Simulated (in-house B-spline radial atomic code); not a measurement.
The numbers below are computed, except where a source is named.
Making a Troullier-Martins d channel for Br, r_c = 0.97 bohr

Br, [Ar] 3d10 4s2 4p5, non-relativistic PBE, spherical and spin-unpolarised, from an all-electron radial atomic-structure program (B-spline basis) (atomic units). The all-electron 3d level is ε = -2.511785 hartree and its outer maximum at 0.43 bohr.

Inside r_c the pseudo-orbital is u(r) = r^3 exp(p(r)), with p = c0 + c2 r² + c4 r⁴ + … + c12 r¹². The seven coefficients follow from p and its first four derivatives at r_c, from zero curvature of the screened potential at the origin, c4 = −c2²/(2l + 5), and from the norm inside r_c. At r_c the all-electron orbital has P = 0.6364093, P' = -1.220261, the screened potential V = -4.330117, V' = 10.08309, V'' = -31.37188, and the norm inside is Q = 0.9008209.

Question: What are p, p' and p'' at r_c?

Answer: p = ln(P/r_c^3) = ln(0.6364093/0.912673) = -0.36054. p' = P'/P − 3/r_c = -1.91742 − 3.09278 = -5.01020. The radial equation gives p'' = 2(V − ε) − 2(3) p'/r_c − p'² = -3.63666 − (-30.99092) − 25.10209 = 2.25216. Differentiating, p''' = 2V' + 2(3)p'/r_c² − 2(3)p''/r_c − 2p'p'' = -3.1465, and p'''' = 2V'' − 4(3)p'/r_c³ + 4(3)p''/r_c² − 2(3)p'''/r_c − 2p''² − 2p'p''' = 9.6439.

For a trial c2 the five matching conditions are linear in c0, c6, c8, c10 and c12, and c2 is varied until the norm inside r_c equals Q. The root nearest zero gives:

| n | c_n |
| --- | --- |
| 0 | 4.20795 |
| 2 | -6.903563 |
| 4 | -5.295465 |
| 6 | 24.75834 |
| 8 | -30.99275 |
| 10 | 17.57564 |
| 12 | -3.859993 |

Question: Check c4 and p(r_c), and find the screened pseudopotential at the origin.

Answer: −c2²/9 = -5.29546, as listed. The terms c_n r_c^n are 4.20795, -6.49556, -4.68804, 20.62301, -24.29037, 12.96070, -2.67823, which sum to -0.36054. Inverting the radial equation, V_l(r) = ε + 3 p'/r + (p'' + p'²)/2, so V_l(0) = ε + (2l + 3) c2 = -2.511785 + 7 × (-6.90356) = -50.8367 hartree, finite where the all-electron potential diverges.

Orbitals and screened potentials:

```json
{"r (bohr)": "0.097", "P": "0.2276", "u": "0.05746", "V all-electron": "-250.9", "V pseudo": "-50.74"}
{"r (bohr)": "0.242", "P": "0.9614", "u": "0.6273", "V all-electron": "-66.52", "V pseudo": "-47.7"}
{"r (bohr)": "0.388", "P": "1.286", "u": "1.321", "V all-electron": "-29.28", "V pseudo": "-35.94"}
{"r (bohr)": "0.534", "P": "1.24", "u": "1.387", "V all-electron": "-15.61", "V pseudo": "-18.9"}
{"r (bohr)": "0.679", "P": "1.049", "u": "1.098", "V all-electron": "-9.445", "V pseudo": "-7.678"}
{"r (bohr)": "0.824", "P": "0.832", "u": "0.8348", "V all-electron": "-6.22", "V pseudo": "-5.029"}
{"r (bohr)": "0.97", "P": "0.6364", "u": "0.6364", "V all-electron": "-4.33", "V pseudo": "-4.33"}
```

Logarithmic derivatives P'/P at R = 1.27 bohr, for energies E around ε:

| E − ε (hartree) | all-electron | pseudo |
| --- | --- | --- |
| -0.5 | 0.955806 | 0.974391 |
| -0.25 | 0.1029 | 0.113558 |
| -0.1 | -0.885644 | -0.882265 |
| 0 | -2.08879 | -2.08886 |
| 0.1 | -4.54143 | -4.52619 |
| 0.25 | -32.7359 | -30.3563 |
| 0.5 | 8.33542 | 8.6808 |

Question: With P(R) = 0.3474333 and a norm of 0.9718679 inside R, what slope in energy does norm conservation fix?

Answer: d(P'/P)/dE = −2 × (norm inside R)/P(R)² = -16.1025 per hartree·bohr at E = ε, for both atoms, since orbital and norm agree at R. Differences over ±0.1 hartree give -18.2789 (all-electron) and -18.2196 (pseudo), which also hold third-order terms. Half a hartree below ε the two curves differ by +0.0186.
